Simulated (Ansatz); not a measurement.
Calculated with Ansatz (gas phase, PBE0-D4/def2-TZVP geometries, no zero-point term in ΔE). CCSD(T)/CBS is the MP2 limit (def2-TZVPP, def2-QZVPP) plus CCSD(T) − MP2 in def2-TZVPP, frozen cores. This one scheme is used for every species. DFT in def2-TZVPP. One conformer a species, not always the lowest.

Consider the ligand exchange at a B–N bond: `CBN(C)C` + CH₃OH → `CBOC` + dimethylamine.

CCSD(T)/CBS gives 0.0 kJ/mol.

Question: Another level gave -3.4 kJ/mol. Which?
A. HF/def2-TZVPP
B. BHLYP/def2-TZVPP
C. BLYP-D4/def2-TZVPP
D. LDA (SPW92)/def2-TZVPP

Answer: C. BLYP-D4 -3.4, BHLYP -11.2, HF/def2-TZVPP -20.2, LDA (SPW92) 5.0 kJ/mol.

Question: What do rigid-rotor, harmonic-oscillator terms from PBE0-D4/def2-TZVP frequencies (298.15 K, 1 bar) make of the CCSD(T)/CBS value? (An estimate is asked.)

Answer: Computed: ΔZPE = +0.1 kJ/mol, ΔH = -0.3 kJ/mol, ΔS = 6 J/(mol·K), ΔG = -2.0 kJ/mol.

Largest T1 diagnostic among the species: 0.012.

At CCSD(T), def2-SVP lies −7.3 kJ/mol from the extrapolated value and def2-TZVPP −0.8 kJ/mol. The D4 term adds +6.0 kJ/mol with B3LYP and +3.4 kJ/mol with PBE0; it sums over pairs of atoms, weighted by their polarisabilities, and B3LYP, whose exchange is more repulsive, gets the larger term. Leaving LDA and LC-ωPBE aside and taking each functional with its dispersion term where it has one, the values, not all of them listed here, spread over 10.5 kJ/mol, from B97M-V to revPBE-D4. LDA lies +8.2 kJ/mol from PBE without D4.

B3LYP here is the variant with VWN-RPA as its local correlation; programs differ in this.
